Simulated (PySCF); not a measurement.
F4Se, triplet, at a GFN2-xTB geometry of the parent state (a higher spin typed on purpose: for a closed-shell molecule this is an excited state); HF/3-21G in PySCF.

The PySCF input:
```python
from pyscf import gto, scf

mol = gto.M(
    atom='''
Se   -0.000257    0.000685    0.132425
F     1.147607    1.568263   -0.130961
F     1.569159   -1.147982   -0.116094
F    -1.147122   -1.569557   -0.119176
F    -1.568674    1.146688   -0.134043
''',
    basis='3-21g',
    charge=0,
    spin=2,
    verbose=4,
)

mf = scf.ROHF(mol)
mf.kernel()
```

Output, abridged:

```
PySCF version 2.14.0

[INPUT] verbose = 4
[INPUT] num. atoms = 5
[INPUT] num. electrons = 70
[INPUT] charge = 0
[INPUT] spin (= nelec alpha-beta = 2S) = 2
[INPUT] symmetry False subgroup None
[INPUT] Mole.unit = angstrom
[INPUT] Symbol           X                Y                Z      unit          X                Y                Z       unit  Magmom
[INPUT]  1 Se    -0.000257000000   0.000685000000   0.132425000000 AA   -0.000485659614   0.001294462395   0.250246982046 Bohr   0.0
[INPUT]  2 F      1.147607000000   1.568263000000  -0.130961000000 AA    2.168662928634   2.963587561289  -0.247480422999 Bohr   0.0
[INPUT]  3 F      1.569159000000  -1.147982000000  -0.116094000000 AA    2.965280755896  -2.169371575930  -0.219385864705 Bohr   0.0
[INPUT]  4 F     -1.147122000000  -1.569557000000  -0.119176000000 AA   -2.167746411463  -2.966032866894  -0.225210000621 Bohr   0.0
[INPUT]  5 F     -1.568674000000   1.146688000000  -0.134043000000 AA   -2.964364238726   2.166926270325  -0.253304558915 Bohr   0.0

nuclear repulsion = 414.777640985242
number of shells = 30
number of NR pGTOs = 114
number of NR cGTOs = 58
basis = 3-21g
ecp = {}

******** <class 'pyscf.scf.rohf.ROHF'> ********
method = ROHF
initial guess = minao
damping factor = 0
level_shift factor = 0
DIIS = <class 'pyscf.scf.diis.CDIIS'>
diis_start_cycle = 1
diis_space = 8
diis_damp = 0
SCF conv_tol = 1e-09
SCF conv_tol_grad = None
SCF max_cycles = 50
direct_scf = True
direct_scf_tol = 1e-13
num. doubly occ = 34  num. singly occ = 2
Set gradient conv threshold to 3.16228e-05
init E= -2780.70164308447
  HOMO = -0.262553374092915  LUMO = -0.0458879484671212  gap/eV = 5.89577
cycle= 1 E= -2783.58952388059  delta_E= -2.89  |g|= 0.872  |ddm|= 1.62
  HOMO = -0.318605989909451  LUMO = 0.00506681559560617  gap/eV = 8.80759
cycle= 2 E= -2783.66980982888  delta_E= -0.0803  |g|= 0.737  |ddm|= 0.999
  HOMO = -0.287020396920561  LUMO = 0.0599614923102407  gap/eV = 9.44186
cycle= 3 E= -2783.78698094505  delta_E= -0.117  |g|= 0.0544  |ddm|= 0.431
  HOMO = -0.2653619768918  LUMO = 0.0811332304534487  gap/eV = 9.42861
cycle= 4 E= -2783.79049196484  delta_E= -0.00351  |g|= 0.0184  |ddm|= 0.101
  HOMO = -0.267255515899079  LUMO = 0.0786022370689291  gap/eV = 9.41127
cycle= 5 E= -2783.79076027561  delta_E= -0.000268  |g|= 0.00464  |ddm|= 0.0285
  HOMO = -0.265242264662287  LUMO = 0.0800348369841724  gap/eV = 9.39547
cycle= 6 E= -2783.79077343174  delta_E= -1.32e-05  |g|= 0.00087  |ddm|= 0.00743
  HOMO = -0.265177643646136  LUMO = 0.0800180915694065  gap/eV = 9.39325
cycle= 7 E= -2783.7907744273  delta_E= -9.96e-07  |g|= 0.00036  |ddm|= 0.00164
  HOMO = -0.265109838318391  LUMO = 0.0800029881065534  gap/eV = 9.39100
cycle= 8 E= -2783.79077465211  delta_E= -2.25e-07  |g|= 0.000128  |ddm|= 0.000869
  HOMO = -0.265070236276928  LUMO = 0.0800122186355731  gap/eV = 9.39017
cycle= 9 E= -2783.79077468372  delta_E= -3.16e-08  |g|= 2.81e-05  |ddm|= 0.000429
  HOMO = -0.265070459778813  LUMO = 0.0800106243047369  gap/eV = 9.39013
cycle= 10 E= -2783.79077468409  delta_E= -3.63e-10  |g|= 1.77e-05  |ddm|= 3.86e-05
  HOMO = -0.265070552110522  LUMO = 0.0800104293029167  gap/eV = 9.39013
Extra cycle  E= -2783.7907746841  delta_E= -1.82e-11  |g|= 1.74e-05  |ddm|= 1.79e-05
converged SCF energy = -2783.7907746841
```
